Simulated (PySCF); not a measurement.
C2H7InO2. Atoms are numbered in the order given.

```xyz
12

In     0.1586     0.1267     0.2225
C     -0.3826    -1.6086    -0.9742
C     -1.4216    -1.3469    -2.0634
H     -0.7270    -2.3629    -0.2495
H      0.5668    -1.9791    -1.3913
H     -1.0761    -0.5980    -2.7942
H     -2.3752    -0.9833    -1.6477
H     -1.6458    -2.2692    -2.6273
O      1.5074     0.0546     1.7105
H      1.6093     0.9256     2.1204
O     -0.5223     2.0256     0.1030
H     -1.1811     2.1497    -0.5938
```
Charge 0, spin multiplicity 1.

Geometry: B3LYP-D3(BJ)/def2-SVP. The structure was generated by enumeration; whether it is a known compound was not checked. The def2 effective core potentials stand for the cores of In; spin–orbit coupling is left out. One conformer was computed; it need not be the lowest.

Level of theory: PBE/def2-TZVP run with PySCF.

The molecule is in vacuum.

The total energy is -420.86783 hartree and the highest occupied level comes out as -6.31 eV. The lowest empty level is -1.99 eV. The orbital gap comes out as 4.32 eV, the dipole moment comes out as 3.16 D and the quadrupole, principal values (traceless, Buckingham form, about the centre of nuclear charge) is -5.22, 1.20, 4.02 D·Å. The mean static polarisability is 71.8 bohr³ (10.64 Å³) and the polarisability, principal values comes out as 52.7, 70.7, 92.0 bohr³.
